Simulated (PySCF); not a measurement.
W(Cp)2(H)2, C₁₀H₁₂W, singlet (GFN2-xTB optimised geometry):

```
23

W      0.015    -0.041     0.000
C      2.273    -0.041     0.000
C      1.888     1.063     0.836
C      1.304     2.069     0.000
C      1.254     1.582    -1.305
C      1.840     0.279    -1.315
H      2.961    -0.828     0.277
H      2.234     1.233     1.851
H      1.006     3.055     0.331
H      0.927     2.133    -2.176
H      2.131    -0.260    -2.211
C     -1.771    -0.210    -1.370
C     -2.059    -1.073    -0.257
C     -1.166    -2.191    -0.321
C     -0.296    -1.999    -1.393
C     -0.654    -0.777    -2.042
H     -2.424     0.565    -1.748
H     -2.961    -1.041     0.345
H     -1.206    -3.055     0.329
H      0.449    -2.701    -1.739
H     -0.300    -0.471    -3.020
H     -0.884     0.990     0.895
H      0.108    -0.784     1.453
```

Level of theory: PBE0/def2-SVP, def2 effective core potentials past Kr in PySCF.

Question: What are the frontier orbital energies and the dipole moment?

Answer: HOMO-2 -7.51 eV, HOMO-1 -7.28 eV, HOMO -4.83 eV, LUMO -0.14 eV, LUMO+1 0.34 eV; dipole moment 3.07 D.

On the same geometry PBE/def2-SVP, def2 effective core potentials past Kr (PySCF 2.14.0) gives HOMO-2 -6.44 eV, HOMO-1 -6.17 eV, HOMO -3.84 eV, LUMO -1.11 eV, LUMO+1 -0.72 eV; dipole moment 2.96 D.
